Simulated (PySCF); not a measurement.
## Working out the ionisation energy of Ge

Ge [Ar] 3d10 4s2 4p2 (3P) → Ge⁺ [Ar] 3d10 4s2 4p1 (2P). Calculation: PySCF 2.14, in x2c-TZVPPall with one added diffuse shell each of s, p, d type (7s6p5d1f, 57 functions); the spin-free X2C one-electron Hamiltonian (Gaussian nucleus). Frozen: [Ne]. Energies in hartree (1 hartree = 27.21139 eV):

```json
{"part": "UHF", "Ge (lower)": "-2097.048582", "Ge⁺ (upper)": "-2096.776500"}
{"part": "MP2 opposite-spin", "Ge (lower)": "-0.222458", "Ge⁺ (upper)": "-0.214709"}
{"part": "MP2 same-spin", "Ge (lower)": "-0.107079", "Ge⁺ (upper)": "-0.098897"}
```

Problem. What does Hartree-Fock give?

Solution. (-2096.776500) − (-2097.048582) = 0.272082 hartree = 7.404 eV.

Problem. What do MP2 and SCS-MP2 (6/5 opposite-spin, 1/3 same-spin) give?

Solution. The opposite-spin parts differ by 0.211 eV and the same-spin parts by 0.223 eV. MP2: 7.404 + (0.211) + (0.223) = 7.838 eV. SCS-MP2: 7.404 + 1.2 × (0.211) + (0.223)/3 = 7.732 eV.

Measured between the centres of the two terms (NIST): 7.925 eV, so MP2 (valence and next inner shell) is off by -0.087 eV.

What remains against the reference includes basis incompleteness, the frozen core and correlation beyond second order.
